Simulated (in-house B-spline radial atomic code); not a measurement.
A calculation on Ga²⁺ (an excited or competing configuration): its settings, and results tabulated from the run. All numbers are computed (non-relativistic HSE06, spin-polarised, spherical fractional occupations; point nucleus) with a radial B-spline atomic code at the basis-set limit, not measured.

Command:
```bash
python run_scf.py task.json out
```
Settings:
```
Z                31
configuration    [Ne] 3s2 3p5 3d10 4s1 5p1
hamiltonian      nr
method           hse06
spin_polarised   True
```

Output (hartree, bohr):
```
 radial grid: 59 intervals, B-splines of order 8, outer radius 53.7037 bohr

 iter        energy (Eh)    residual
    1       -1916.285324    4.12e-01
    2       -1916.387740    3.62e-01
    3       -1919.155026    1.33e-02
    4       -1919.156263    6.46e-03
    5       -1919.156615    4.03e-04
    6       -1919.156617    5.52e-05
    7       -1919.156617    3.07e-05
    8       -1919.156617    9.63e-06
    9       -1919.156617    5.92e-07
   10       -1919.156617    5.52e-08

 total energy                     -1919.15662
 kinetic                            1917.9219
 electron-nucleus                  -4556.8881
 Hartree                             793.0810
 exact exchange                      -17.4304
 exchange-correlation                -55.8410

 orbital      occ     eigenvalue          <r>       <r^2>       <1/r>       r_max
 1s up      1.000      -374.4691    0.0494162  0.00327168     30.5107     0.03261
 1s down    1.000      -374.4348    0.0494136  0.00327131     30.5119     0.03261
 2s up      1.000       -47.4822     0.221195   0.0576448     6.68971      0.1855
 2s down    1.000       -47.4570     0.221153   0.0576112     6.68938      0.1856
 2p up      3.000       -42.2051     0.192056   0.0451446     6.64996      0.1478
 2p down    3.000       -42.1659     0.192102   0.0451596     6.64788      0.1479
 3s up      1.000        -6.9782     0.655675    0.495051     2.15747      0.5713
 3s down    1.000        -6.8448     0.657596    0.498067     2.14968      0.5721
 3p up      3.000        -5.2330     0.674115    0.533616     2.03431      0.5685
 3p down    2.000        -5.0552     0.677157    0.538627     2.02507      0.5699
 3d up      5.000        -2.2198     0.745317    0.699075     1.73243      0.5267
 3d down    5.000        -2.1371     0.747306    0.703218      1.7297      0.5268
 4s up      1.000        -1.2767      1.92686     4.19616    0.677759       1.696
 5p up      1.000        -0.3650      5.16473     29.7435    0.252614        4.97
```

Time taken, with all properties: 0.3 s on 1 thread of Intel(R) Xeon(R) 6975P-C, on a shared host.

Caution: exact exchange at fractional occupations of open shells leaves self-interaction of up to several eV.
